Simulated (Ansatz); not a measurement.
Computed with Ansatz on PBE0-D4/def2-TZVP structures; ΔE is electronic, products minus reactants. CBS: MP2 limit from def2 TZ/QZ plus the TZ coupled-cluster correction, frozen cores. DFT in def2-TZVPP. B3LYP here is the variant with VWN-RPA as its local correlation; programs differ in this. HSE06 is defined as in plane-wave codes. Elements past krypton have def2 core potentials. For Ge, In outer-core shells are correlated without core-valence functions, which leaves a few kJ/mol of doubt a bond. Scalar relativity is left out up to krypton. One conformer a species, not always the lowest.

Reaction (redistribution): `C[NH][GeH]([F])[F]` + `[Cl][In]([Cl])[GeH3]` → `[F][GeH]([F])[GeH3]` + `C[NH][In]([Cl])[Cl]`

Is it downhill or uphill in electronic energy at CCSD(T)/CBS, and by how much? (Best estimate.)

Computed: Uphill: ΔE = +61.2 kJ/mol.

What do these levels give: B3LYP-D4, PBE-QIDH, revPBE, PBE0, r2SCANh, r2SCAN0, HSE06, CAM-B3LYP, LC-ωPBE, HF/def2-SVP, MP2/def2-QZVPP, MP2/CBS(def2)? (Best estimate.)

Computed: B3LYP-D4 61.9, PBE-QIDH 66.9, revPBE 55.1, PBE0 63.6, r2SCANh 65.1, r2SCAN0 68.6, HSE06 63.8, CAM-B3LYP 62.6, LC-ωPBE 58.9, HF/def2-SVP 84.3, MP2/def2-QZVPP 64.7, MP2/CBS(def2) 64.7 kJ/mol.

Largest T1 diagnostic among the species: 0.013.

From r2SCAN to r2SCAN0 (25 % exact exchange), in def2-TZVPP and without D4, ΔE moves by +6.0 kJ/mol. At CCSD(T), def2-SVP lies +11.6 kJ/mol from the extrapolated value and def2-TZVPP +1.3 kJ/mol.
